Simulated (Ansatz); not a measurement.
Sn₂Bi. Total charge 0; doublet. Geometry r2SCAN-D4/def2-SVP.

```xyz
3

Bi    1.484   -0.021    0.591
Sn   -0.187    0.049   -1.688
Sn   -1.297   -0.028    1.098
```

In the def2 sets Bi, Sn take a core potential; there is no spin–orbit coupling. The structure comes from a short search, and lower isomers may exist.

Q: Estimate the α-spin orbital energies around the gap (eV) in Ansatz with PBE-D4/def2-SVP, BLYP-D4/def2-TZVP, PBE0-D4/def2-TZVP, PBE0-D4/def2-TZVPD, CAM-B3LYP-D4/def2-TZVP.

A: 
```
orbital  PBE-D4/def2-SVP  BLYP-D4/def2-TZVP  PBE0-D4/def2-TZVP  PBE0-D4/def2-TZVPD  CAM-B3LYP-D4/def2-TZVP
 HOMO−5           -11.13             -10.95             -12.43              -12.45                  -13.93
 HOMO−4           -10.06              -9.92             -11.29              -11.31                  -12.78
 HOMO−3            -5.58              -5.35              -6.40               -6.42                   -7.39
 HOMO−2            -5.38              -5.18              -6.03               -6.05                   -6.87
 HOMO−1            -4.96              -4.78              -5.80               -5.81                   -6.73
   HOMO            -4.94              -4.70              -5.76               -5.77                   -6.71
   LUMO            -3.08              -2.99              -2.50               -2.51                   -1.61
 LUMO+1            -3.03              -2.90              -2.45               -2.47                   -1.55
 LUMO+2            -1.45              -1.37              -0.99               -1.02                   -0.17
 LUMO+3            -0.90              -1.00              -0.49               -0.60                    0.27
 LUMO+4            -0.72              -0.81              -0.30               -0.41                    0.48
 LUMO+5             2.86               1.77               2.18                0.25                    2.97
 β HOMO            -4.85              -4.69              -5.66               -5.67                   -6.65
 β LUMO            -4.19              -4.10              -3.50               -3.51                   -2.61
```
